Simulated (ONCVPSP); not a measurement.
**An all-electron radial function and its pseudo partner (Ba)**

Columns: radius, all-electron u(r) and pseudo u(r) of the 5s shell (level -33.80 eV) of barium in the configuration [Kr] 4d10 5s2 5p6 6s2; LDA (Perdew-Wang 92), scalar-relativistic, ONCV scheme, ONCVPSP 4.0.1.

```csv
r (bohr),all-electron,pseudo
0.158,0.1894,0.1519
0.315,0.0701,0.2970
0.473,-0.4530,0.4316
0.630,-0.4068,0.5489
0.788,-0.0272,0.6465
0.945,0.3794,0.7202
1.102,0.6819,0.7690
1.260,0.8569,0.7929
1.418,0.9229,0.7924
1.575,0.9120,0.7702
1.732,0.8535,0.7297
1.890,0.7690,0.6746
2.047,0.6748,0.6103
2.205,0.5799,0.5402
2.362,0.4912,0.4694
2.520,0.4107,0.4003
2.678,0.3401,0.3361
2.835,0.2798,0.2787
2.992,0.2288,0.2286
3.150,0.1859,0.1859
3.308,0.1504,0.1504
3.465,0.1214,0.1214
3.622,0.0978,0.0978
3.780,0.0784,0.0784
3.938,0.0627,0.0627
4.095,0.0502,0.0502
```

(1) How many radial nodes do the two functions have?

(2) At about which radius was the pseudo-wave matched?

(3) Where does each function peak?

(4) Is the pseudo-wave norm-conserving?

Results:

(1) The all-electron 5s function has n − l − 1 = 4 (the table is too coarse to show those close to the nucleus); the pseudo-wave has 0, since the states of the same l below it are removed with the core.

(2) 3.15 bohr. The columns agree to 0.0005 from 2.99 bohr on; several derivatives are matched, so the curves merge somewhat inside the radius.

(3) Outermost all-electron maximum near 1.42 bohr, pseudo maximum near 1.26 bohr (to the table’s step).

(4) Yes: the ONCV scheme keeps the norm inside the radius equal to the all-electron one, which fixes the energy derivative of the logarithmic derivative at the level.
